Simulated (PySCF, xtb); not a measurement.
Te(I)(OH) (HIOTe), SMILES O[Te]I. Other conformers were not sampled.

Harmonic wavenumbers (cm⁻¹) from GFN2-xTB in xtb 6.7.1 at its own minimum, in rising order: 144, 251, 331, 537, 929, 3601.

### Question
What does B3LYP-D3(BJ)/def2-SVP (PySCF) give at its own minimum? (An estimate is asked for; the answer gives what the named calculation found.)

### Answer
129, 197, 427, 600, 1009, 3781. Paired by order, the mean absolute difference is 82 cm⁻¹ and the zero-point energies are 8.3 and 8.8 kcal/mol.
